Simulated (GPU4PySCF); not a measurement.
C12H10O2S, SMILES O=S(=O)(c1ccccc1)c1ccccc1. Geometry optimised at PBE0-D3(BJ)/def2-TZVP. Other conformers were not sampled.

Computed equilibrium geometry at PBE0-D3(BJ)/def2-TZVP (GPU4PySCF confirms it by a frequency run) as a Z-matrix, and its point group (one conformer of several):
point group C2.
```
C
C 1 1.3873
H 2 1.0828 1 119.58
C 2 1.3854 3 121.34 1 178.69
H 4 1.0835 2 119.82 3 0.90
C 1 1.3874 2 121.40 3 178.29
H 6 1.0828 1 119.60 2 -178.29
C 6 1.3853 7 121.32 1 -178.70
H 8 1.0835 6 119.82 7 -0.90
C 4 1.3880 5 120.13 2 179.60
H 10 1.0838 4 119.81 5 0.31
S 1 1.7687 2 119.30 3 -1.89
O 12 1.4371 1 107.69 2 155.92
O 12 1.4371 13 121.35 7 144.11
C 12 1.7687 13 107.68 14 124.59
C 15 1.3873 12 119.30 13 23.48
H 16 1.0828 15 119.58 12 -1.89
C 16 1.3854 17 121.34 15 178.69
H 18 1.0835 16 119.82 17 0.90
C 15 1.3874 16 121.40 17 178.29
H 20 1.0828 15 119.60 16 -178.29
C 20 1.3853 21 121.32 15 -178.70
H 22 1.0835 20 119.82 21 -0.90
C 18 1.3880 19 120.13 16 179.60
H 24 1.0838 18 119.81 19 0.31
```
